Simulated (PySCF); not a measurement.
# Atomic charges by several schemes

Species: C₄H₁₁PSSi₂.
Geometry (GFN2-xTB, Å), atoms numbered from 1 in this order:
```xyz
19
C4H11PSSi2 angstrom
C     -2.4232   -1.3702   -0.7364
C     -2.1558   -0.5147    0.2411
C     -0.9129    0.2254    0.3913
C     -0.8105    1.1852    1.3141
Si     0.5139   -0.1743   -0.7915
P      0.0171    0.2523   -2.9388
S      2.2823    0.9493   -0.2452
Si     3.0022   -0.0442    1.5117
H     -1.7151   -1.5903   -1.5200
H     -3.3713   -1.8767   -0.7961
H     -2.9075   -0.3169    0.9971
H     -1.6280    1.4310    1.9750
H      0.0878    1.7674    1.4327
H      0.8874   -1.5903   -0.6866
H      0.7969    1.3882   -3.0471
H     -1.1262    0.9794   -2.6582
H      2.0810    0.2247    2.6089
H      4.3086    0.5561    1.7100
H      3.0636   -1.4721    1.2305
```

Density: PBE0/pcSseg-1 (PySCF); schemes: Mulliken, IAO, Hirshfeld and ESP-fitted. One conformer (not necessarily the lowest) at the GFN2-xTB geometry, without solvent, vibrations or thermal averaging.

**Question.** Tabulate the Mulliken, IAO, Hirshfeld and ESP-fitted charges.

**Answer.** In e:

```csv
atom,environment,Mulliken,IAO,Hirshfeld,ESP-fitted
C1,terminal =CH2 carbon,-0.189,-0.315,-0.094,-0.449
C2,alkene CH carbon,-0.101,-0.128,-0.045,-0.023
C3,fully substituted alkene carbon,-0.512,-0.263,-0.093,-0.189
C4,terminal =CH2 carbon,-0.068,-0.279,-0.082,-0.285
Si5,SiH silicon,+0.567,+0.633,+0.277,+0.454
P6,three-coordinate phosphorus,-0.208,-0.095,-0.014,-0.388
S7,sulfur bonded to 2 Si,-0.547,-0.432,-0.175,-0.398
Si8,SiH3 silicon,+0.474,+0.556,+0.302,+0.433
H9,vinylic hydrogen,+0.146,+0.139,+0.037,+0.206
H10,vinylic hydrogen,+0.124,+0.161,+0.053,+0.188
H11,vinylic hydrogen,+0.099,+0.146,+0.049,+0.135
H12,vinylic hydrogen,+0.114,+0.149,+0.050,+0.164
H13,vinylic hydrogen,+0.129,+0.156,+0.034,+0.137
H14,Si–H hydrogen,+0.003,-0.116,-0.080,-0.062
H15,P–H hydrogen,+0.082,+0.012,-0.005,+0.161
H16,P–H hydrogen,+0.073,+0.007,-0.008,+0.138
H17,Si–H hydrogen,-0.062,-0.119,-0.073,-0.079
H18,Si–H hydrogen,-0.061,-0.098,-0.065,-0.055
H19,Si–H hydrogen,-0.061,-0.114,-0.069,-0.088
```

Mean size of the charges over all atoms: ESP-fitted 0.212 e, IAO 0.206 e, Mulliken 0.190 e, Hirshfeld 0.085 e. Each set sums to the total charge, 0, to within 0.001 e. The Mulliken scheme gives each basis function's population to the atom it is centred on and halves the overlap population of two atoms between them. The ESP scheme fits charges at the nuclei, held to the total charge, to the electrostatic potential on points at 1.4 to 2.0 times the van der Waals radii.

Lowest charge. The schemes don't all agree: Mulliken S7 (-0.547); IAO S7 (-0.432); Hirshfeld S7 (-0.175); ESP-fitted C1 (-0.449).

Highest charge. The schemes don't all agree: Mulliken Si5 (+0.567); IAO Si5 (+0.633); Hirshfeld Si8 (+0.302); ESP-fitted Si5 (+0.454).

**Question.** How many electrons does the IAO scheme count on Si5?

**Answer.** Z − q = 14 − (+0.633) = 13.367.

**Question.** How closely do the schemes follow one another over all atoms?

**Answer.** Correlation coefficient and root-mean-square difference: IAO with Hirshfeld 0.97, 0.154 e; Mulliken with IAO 0.93, 0.102 e; IAO with ESP-fitted 0.91, 0.108 e; Mulliken with Hirshfeld 0.89, 0.167 e; Mulliken with ESP-fitted 0.87, 0.130 e; Hirshfeld with ESP-fitted 0.84, 0.169 e.
